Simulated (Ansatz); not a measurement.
One change: `CN[SiH](N)O` becomes `N[SiH](O)CBr`.

Ansatz, PBE0-D4/def2-TZVP geometries, multiplicity 1. Each molecule was computed in one conformer, which needn't be the lowest.

Scalar relativity is left out up to krypton.

```
                                        property  `CN[SiH](N)O`
               HOMO energy (PBE/def2-TZVPP) / eV          -5.25
             LUMO energy (B3LYP/def2-TZVPP) / eV           0.71
         HOMO–LUMO gap (ωB97M-V/def2-TZVPP) / eV          11.42
           HOMO energy (ωB97M-V/def2-TZVPP) / eV          -8.97
            HOMO–LUMO gap (PBE0/def2-TZVPP) / eV           7.69
size of the dipole moment (B3LYP/def2-TZVPP) / D           0.94
```

Question: Give the same properties after the change, and the shifts. (Best estimate.)

Answer: The calculation gave: 
```csv
property,`N[SiH](O)CBr`,shift
HOMO energy (PBE/def2-TZVPP) / eV,-6.28,-1.03
LUMO energy (B3LYP/def2-TZVPP) / eV,-0.51,-1.22
HOMO–LUMO gap (ωB97M-V/def2-TZVPP) / eV,11.54,0.12
HOMO energy (ωB97M-V/def2-TZVPP) / eV,-9.84,-0.87
HOMO–LUMO gap (PBE0/def2-TZVPP) / eV,7.34,-0.35
size of the dipole moment (B3LYP/def2-TZVPP) / D,1.85,0.91
```

With PBE0 the HOMO falls by 0.98 eV and the LUMO falls by 1.33 eV, so the gap narrows by about 0.35 eV. PBE moves the HOMO by -1.03 eV and ωB97M-V by -0.87 eV. Dipoles are sizes alone; their direction can turn.

B3LYP here is the variant with VWN-RPA as its local correlation; programs differ in this.

Spin–orbit coupling is left out; it splits and shifts lone-pair levels of the heavy atoms by tenths of an eV.
